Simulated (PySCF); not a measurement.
C5H4ClFOS.
Z-matrix (Å and degrees, GFN2-xTB geometry), rows numbered from 1:
```
C 
S   1  1.8478
O   2  1.4597  1  106.14
C   2  1.8340  1   94.42  3  -106.28
Cl  4  1.7395  2  115.92  1   -72.29
C   4  1.3098  2  120.52  1   112.60
C   6  1.4715  4  149.32  2    -4.90
C   7  1.3184  6   61.75  4  -177.84
F   8  1.3048  6  146.70  7  -179.59
H   1  1.0850  2  107.66  3   -74.58
H   1  1.0832  2  108.17  3   166.15
H   1  1.0840  2  109.13  3    44.91
H   7  1.0615  6  145.61  8  -179.32
```

Method: B3LYP/def2-SVPD in PySCF (dipole) on a GFN2-xTB geometry, gas phase.

Take the most abundant isotopes and a rigid rotor. The values belong to one conformer with, in the numbering `[CH3:1][S@:2](=[O:3])/[C:4]([Cl:5])=[C:6]1[CH:7]=[C:8]\1[F:9]`, C1–S2–C4–Cl5 -72°.

Problem. What are A, B and C (GHz)?

Solution. Ia = 303.70, Ib = 612.81, Ic = 843.62 u·Å²; 505379 MHz·u·Å²/I gives 1664, 824.7 and 599.1 MHz, that is A = 1.6641, B = 0.8247, C = 0.5991 GHz.

Problem. What kind of rotor is it?

Solution. An asymmetric top; Ray's κ = -0.576.

Problem. Is it planar, by Δ = Ic − Ia − Ib?

Solution. Not planar: Δ = Ic − Ia − Ib = -72.88 u·Å². For a rigid frame Δ = −2 Σ m c², so Σ m c² = 36.44 u·Å² lies off the ab plane: 7.90 from hydrogen and 28.54 from heavier atoms. The atom farthest from that plane is 2.04 Å away.

Problem. Where do the levels up to J = 3 lie, in cm⁻¹?

Solution. Above 0(0,0):
J = 1: 1(0,1) 0.0475, 1(1,1) 0.0755, 1(1,0) 0.0830
J = 2: 2(0,2) 0.1412, 2(1,2) 0.1629, 2(1,1) 0.1855, 2(2,1) 0.2695, 2(2,0) 0.2708
J = 3: 3(0,3) 0.2786, 3(1,3) 0.2934, 3(1,2) 0.3384, 3(2,2) 0.4120, 3(2,1) 0.4184, 3(3,1) 0.5716, 3(3,0) 0.5717
Those of J = 1 are B + C, A + C and A + B.

Problem. Which types of transition are allowed, and where do some lines up to J = 2 fall?

Solution. The dipole components are |μa| = 0.98 D, |μb| = 0.06 D, |μc| = 1.41 D. Intensities carry the squares of the components, which stand as 0.48 : 0.00 : 1.00 (a : b : c). Some lines, for components of 0.1 D or more:

```tsv
type	branch	J(Ka,Kc)	MHz	lower level (cm⁻¹)
c	Q	2(1,2) ← 2(0,2)	653	0.141
a	Q	2(1,1) ← 2(1,2)	677	0.163
c	Q	1(1,1) ← 1(0,1)	839	0.047
a	R	1(0,1) ← 0(0,0)	1424	0.000
c	R	1(1,0) ← 0(0,0)	2489	0.000
c	Q	2(2,1) ← 2(1,1)	2518	0.186
a	R	2(1,2) ← 1(1,1)	2622	0.075
a	R	2(0,2) ← 1(0,1)	2808	0.047
a	R	2(1,1) ← 1(1,0)	3073	0.083
c	R	2(1,1) ← 1(0,1)	4138	0.047
c	R	2(2,0) ← 1(1,0)	5631	0.083
c	R	2(2,1) ← 1(1,1)	5817	0.075
```

Problem. Estimate the classical rotational partition function at 25 K, 298.15 K and 500 K.

Solution. Point group C1, symmetry number σ = 1; q = (√π/σ)·√((kT/h)³/(ABC)), k/h = 20836.6 MHz/K: 23200 at 25 K, 957000 at 298.15 K, 2080000 at 500 K.

GFN2-xTB frequencies: not computed here. Zero-point vibration and centrifugal distortion are left out. A rigid rotor knows nothing of internal rotation, which can split or shift real lines. Quadrupole hyperfine structure (35Cl) is left out.

The run took 65 s on one thread, x86-64 server, no GPU, shared host. This is the B3LYP/def2-SVPD job that gave the dipole, with the excitations it also computed.
